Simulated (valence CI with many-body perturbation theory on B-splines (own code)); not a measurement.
The numbers below are computed, except where a source is named.
A CI+MBPT run for Tm⁴⁶⁺

Level of theory: relativistic CI+MBPT: five valence electrons over a frozen Dirac-Fock core [Ar], radial functions for each j: 7 s, 7 p, 8 d, 6 f, 4 g, 1 h, with the one-electron correlation potential Σ1 (screened to all orders), the two-electron term Σ2, the three-electron term Σ3, Breit, model QED; selected single and double excitations, second order for the rest, scaled by the run's own slope (own B-spline code, finite nucleus).

Command, and the settings that its task file holds:

```sh
python run_cv.py task.json out
```

```
atom Tm  Z=69  mass_number=169  rms_radius_fm=5.2256
core [Ar]
valence 3d5
avg = 1
basis = M
beyond = 1
breit = 1
cap = 32000
capref = 2200
cscale = 1
de = 0.0
dress = 0
eps = 2e-08
extrap = 1
h = 0.27
hh = 1
l2 = 3
lcore = 6
maxit = 60
n2 = 5
natural = 1
nlev = 190
nno = [4, 4, 5, 4, 3, 1]
nroot = 40
nsp = [3, 3, 3, 2, 1, 0]
pt2 = 1
qed = 1
rpa = 1
s1 = 1
s2 = 1
s3 = 1
screen = 1
tol = 2e-05
whole = 1
```

It took 48 s on 1 thread of Intel(R) Xeon(R) Processor @ 2.30GHz, with other jobs on the host.

Log. The first blocks belong to the next ion, which gives the ionisation energy. Fields: 2J, parity (1 odd), roots, reference size, generating configurations, candidates as configurations/state functions, variational space P, stored matrix elements, Davidson steps; e2 is the range of second-order energies in hartree. The first line gives the box (bohr), its intervals, the orbitals and the steps of their self-consistent field. Window is the range of levels sought, series limit the energy at which the first omitted orbital would enter, core excitation an estimate of the first excitation out of the core, left out the lowest levels not solved, and shifts from estimates the range by which levels moved from their first estimate, all in cm⁻¹.

```
rmax 2.4 intervals 56 orbitals 59 references ['3d5', '3d4 4s', '3d4 4p'] scf 4 t 0.7
2J=0 par=0 roots 2 ref 17 generators 4 cand 2409/4463 P 1556/2890 nnz 1.6e+06 it 4
2J=0 par=0 roots 2 ref 17 generators 4 cand 866/1590 P 1941/3657 nnz 2.7e+06 it 3
   second order: generators 7 cand 3691/9380 e2 -0.00002 -0.00001
reference levels 1767, estimated 37, window 1710216 1/cm; series limit 24221133, core excitation 2273578
2J=5 par=0 roots 10 ref 152 generators 5 cand 3262/42466 P 453/6399 nnz 9e+06 it 7
2J=5 par=0 roots 10 ref 152 generators 5 cand 3018/38693 P 2006/27131 nnz 1.4e+08 it 6
   second order: generators 7 cand 5641/167210 e2 -0.00067 -0.00035
2J=7 par=0 roots 7 ref 137 generators 3 cand 3252/44985 P 359/6391 nnz 1e+07 it 5
2J=7 par=0 roots 7 ref 137 generators 3 cand 3058/41217 P 1551/24928 nnz 1.3e+08 it 7
   second order: generators 4 cand 4389/114480 e2 -0.00100 -0.00074
2J=11 par=0 roots 3 ref 67 generators 3 cand 2927/33710 P 486/6362 nnz 9.9e+06 it 4
2J=11 par=0 roots 3 ref 67 generators 3 cand 2654/29892 P 2076/25443 nnz 1.4e+08 it 5
   second order: generators 3 cand 1064/10811 e2 -0.00017 -0.00015
2J=3 par=0 roots 7 ref 127 generators 3 cand 3220/32821 P 493/6395 nnz 9.7e+06 it 5
2J=3 par=0 roots 7 ref 127 generators 3 cand 2948/29032 P 2317/25883 nnz 1.3e+08 it 7
   second order: generators 8 cand 8493/215346 e2 -0.00017 -0.00013
2J=9 par=0 roots 5 ref 107 generators 3 cand 3144/41416 P 399/6380 nnz 1e+07 it 4
2J=9 par=0 roots 5 ref 107 generators 3 cand 2920/37643 P 1680/25168 nnz 1.3e+08 it 6
   second order: generators 3 cand 1639/18855 e2 -0.00075 -0.00044
2J=1 par=0 roots 4 ref 74 generators 3 cand 2955/16970 P 881/6390 nnz 9.2e+06 it 5
2J=1 par=0 roots 4 ref 74 generators 3 cand 2421/13149 P 2813/17643 nnz 5.9e+07 it 7
   second order: generators 3 cand 489/1896 e2 -0.00001 -0.00001
2J=13 par=0 roots 1 ref 35 generators 1 cand 2251/23669 P 533/6398 nnz 1.3e+07 it 4
2J=13 par=0 roots 1 ref 35 generators 1 cand 1953/19800 P 1771/19560 nnz 9.2e+07 it 5
   second order: generators 1 cand 715/6638 e2 -0.00003 -0.00003
left out: unestimated 12306256, estimated none, shifts from estimates -449 to 409
operators 1.1
```

The Davidson iterations converged.

No measured spectrum was set against this ion. As an estimate, large intervals hold to a few tenths of a per cent, small ones and those within an open d or f shell to about a per cent. Among the levels kept, up to 260 cm⁻¹ of a level comes from second order outside the variational space, and about a tenth of that is noise between levels of different J, which matters for small intervals. Only levels of the ground parity were solved; by the run's estimate the other parity begins above the list, which can be wrong where configurations are misplaced.

| Quantity | Value |
| --- | --- |
| Valence energy | -770.5706 hartree |
| Ionisation energy | 3895 eV (NIST: 3895 ± 4 eV (theoretical)) |
| Reference configurations for the orbitals | 3d5, 3d4 4s, 3d4 4p |
| Radial orbitals | 59 |
| Box radius | 2.438 bohr |
| Largest variational space | 27131 |
| Lowest levels | (3d3/2^4 3d5/2) J=5/2 0, (3d3/2^3 3d5/2^2) J=5/2 [a] 317210, (3d3/2^3 3d5/2^2) J=7/2 [a] 405760, (3d3/2^3 3d5/2^2) J=11/2 416680, (3d3/2^3 3d5/2^2) J=3/2 [a] 417680, (3d3/2^3 3d5/2^2) J=9/2 454800, (3d3/2^3 3d5/2^2) J=5/2 [b] 479350, (3d3/2^3 3d5/2^2) J=1/2 500310, (3d3/2^3 3d5/2^2) J=7/2 [b] 515120, (3d3/2^3 3d5/2^2) J=3/2 [b] 628660, (3d3/2^2 3d5/2^3) J=5/2 [a] 717160, (3d3/2^2 3d5/2^3) J=7/2 [a] 778130, (3d3/2^2 3d5/2^3) J=11/2 783050, (3d3/2^2 3d5/2^3) J=9/2 [a] 797970 cm⁻¹ |

Levels are named by their leading jj configuration (3d3/2^4 stands for four electrons in 3d with j = 3/2), which in mixed levels can hold well under half, so a name can repeat and another be missing. Letters in brackets count levels of one name in rising energy.
